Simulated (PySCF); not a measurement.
## The first ionisation energy along group 11

All values are computed (PySCF 2.14, energy differences of UHF-based or UKS calculations, no spin-orbit coupling). Values in eV. The last column holds reference values (NIST; (s) semi-empirical, (t) theoretical, else measured). Unmarked ones compare directly (S terms, centres of terms, or small fine structure); those marked * lie between the lowest fine-structure levels and include a spin-orbit shift.

```tsv
element	configurations	MP2 (valence)	SCS-MP2 (valence)	CCSD (valence)	CCSD(T) (valence)	CCSD (valence and next inner shell)	CCSD(T) (valence and next inner shell)	reference
Cu (x2c-TZVPPall, spin-free X2C)	[Ar] 3d10 4s1 → [Ar] 3d10	7.513	7.367	7.371	7.493	7.386	7.512	7.726
Ag (x2c-TZVPPall, spin-free X2C)	[Kr] 4d10 5s1 → [Kr] 4d10	7.334	7.180	7.203	7.278	7.266	7.358	7.576
Au (x2c-TZVPPall, spin-free X2C)	[Xe] 4f14 5d10 6s1 → [Xe] 4f14 5d10	9.092	8.906	8.874	8.962	8.940	9.046	9.226
```

| method | elements | mean error (eV) | mean absolute error (eV) | largest error (eV) |
| --- | --- | --- | --- | --- |
| MP2 (valence) | 3 | -0.196 | 0.196 | -0.242 |
| SCS-MP2 (valence) | 3 | -0.358 | 0.358 | -0.396 |
| CCSD (valence) | 3 | -0.360 | 0.360 | -0.373 |
| CCSD(T) (valence) | 3 | -0.265 | 0.265 | -0.299 |
| CCSD (valence and next inner shell) | 3 | -0.312 | 0.312 | -0.340 |
| CCSD(T) (valence and next inner shell) | 3 | -0.204 | 0.204 | -0.218 |

Errors include the incompleteness of the basis and the frozen core.

"Valence" correlates the outer s and p shells and, in groups 3 to 12 and the f block, the outer d or f shell, open or full, or the next shell where the ion has no valence electron left; the wider scheme adds the next inner shell.
